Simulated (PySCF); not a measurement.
# Simulated characterisation data

Method: GIAO PBE0/pcSseg-1 shieldings, GFN2-xTB structure, in PySCF 2.14.0 with density-fitted response routines (no solvent model, fast rotation and ring inversion assumed for equivalent nuclei, one computed conformer, non-relativistic Hamiltonian).

Chemical shifts δ = σref − σ; 1H, 13C vs TMS, all at this level. Splittings of carbon signals by F and P are missing where no couplings were computed. Where no couplings were computed, multiplicities follow the n + 1 count of equivalent neighbours, and m marks all less simple cases (inequivalent or close neighbours, rings, F or P nearby). Shifts are as computed. Against solution values, carbons near 30 ppm lie about +3 ppm off and those near 130 ppm about +5 ppm. Of 1211 compounds with measured shifts, 218 miss one by over three times the rms of a fit or turn the order of signals round; such compounds aren't used in these exercises.

**1.** SMILES c1ccc(/C=C/C)c(F)c1, C$_{9}$H$_{9}$F. 1H NMR (600 MHz, computed): δ 7.94 (m, 1H), 7.40 (m, 1H), 7.33 (m, 1H), 7.32 (m, 1H), 7.04 (m, 1H), 6.72 (m, 1H), 2.15 (d, 3H). 13C{1H} NMR (computed): δ 169.2, 133.7, 133.4, 130.3, 129.5, 128.9, 128.3, 121.7, 23.4.

**2.** SMILES C(N=C)C(C)(C)C, C$_{6}$H$_{13}$N. 1H NMR (600 MHz, computed): δ 7.76 (d, 1H), 7.34 (d, 1H), 3.37 (s, 2H), 0.99 (s, 9H). 13C{1H} NMR (computed): δ 155.2, 79.3, 34.8, 29.4.
